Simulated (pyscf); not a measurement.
O=V(OH)(OH)–Br, singlet

Gas-phase minimum from PySCF at ωB97X-D3(BJ)/def2-SVP, one conformer. 

```
V
O 1 1.5324
O 1 1.7333 2 108.97
H 3 0.9666 1 123.12 2 -8.40
O 1 1.7333 2 108.97 3 120.39
H 5 0.9666 1 123.13 2 8.50
Br 1 2.3173 2 107.45 3 -119.81
```
Charge 0, spin multiplicity 1.

Properties at ωB97X-D3(BJ)/def2-SVP:

```json
{
  "harmonic_wavenumbers_unscaled": "152, 183, 222, 267, 300, 348, 409, 473, 650, 674, 809, 865, 1214, 3890, 3895 cm⁻¹",
  "zero_point_energy": "20.5 kcal/mol",
  "rotational_symmetry_number": "1",
  "Entropy of this conformer at 298 K and 1 atm, rigid rotor and harmonic oscillator, modes under 100 cm⁻¹ raised to 100": "349.6 J/(mol K)",
  "dipole_moment": "2.80 D"
}
```

Single-point totals, which compare only within one level:

| level | total energy (hartree) |
|---|---|
| ωB97X-D3(BJ)/def2-TZVP | -3745.22130 |
| PBE/def2-TZVP | -3744.52463 |
| r²SCAN/def2-TZVP | -3745.20510 |
| B3LYP-D3(BJ)/def2-TZVP | -3745.37988 |
| PBE0-D3(BJ)/def2-TZVP | -3744.57152 |
| M06-2X/def2-TZVP | -3745.17394 |
| ωB97M-D3(BJ)/def2-TZVP | -3745.37920 |

Soft torsions are taken as harmonic, which can shift the entropy by several J/(mol K). Elements up to Kr have no core potential and no relativistic terms here.
